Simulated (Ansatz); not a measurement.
Total energies of the cluster Zr₃O₆⁻ (the lowest doublet isomer of a short search) from Ansatz at PBE-D4/def2-TZVPD, gas phase (1 Eh = 27.2114 eV = 2625.5 kJ/mol). The reference geometry is relaxed at PBE-D4/def2-SVP.

Cartesian coordinates in Å:
```
Zr -1.845 0.562 -0.667
Zr 0.116 -1.624 1.227
Zr 1.420 1.448 0.204
O 1.678 -0.439 0.824
O 2.898 2.341 -0.296
O -3.133 0.694 -1.913
O 0.484 -3.344 1.596
O -0.188 1.642 -0.974
O -1.429 -1.279 0.000
```

```tsv
state	geometry	energy (Eh)
charge -1 doublet	reference	-592.90836
charge 0 singlet	reference	-592.79337
charge -1 quartet	relaxed at PBE-D4/def2-SVP	-592.81779
```

In the def2 sets Zr takes a core potential; there is no spin–orbit coupling.

Question: Work out the vertical ionisation energy to the singlet.

Answer: E(charge 0 singlet) − E(charge -1 doublet) = -592.79337 − (-592.90836) = 0.11499 Eh = 3.13 eV. For comparison, −ε of the highest occupied level of the spin that leaves is 1.22 eV at this level, 1.91 eV less.

Question: Which of the charge -1 states is lowest, and how far above it are the others?

Answer: The doublet. quartet: -592.81779 − (-592.90836) = 0.09057 Eh = 237.8 kJ/mol.

At PBE-D4/def2-TZVPD the gap within one spin of the charge -1 quartet nearly closes, so an electron or hole may be smeared out by delocalisation error. 

The structure comes from a short search, and lower isomers may exist.
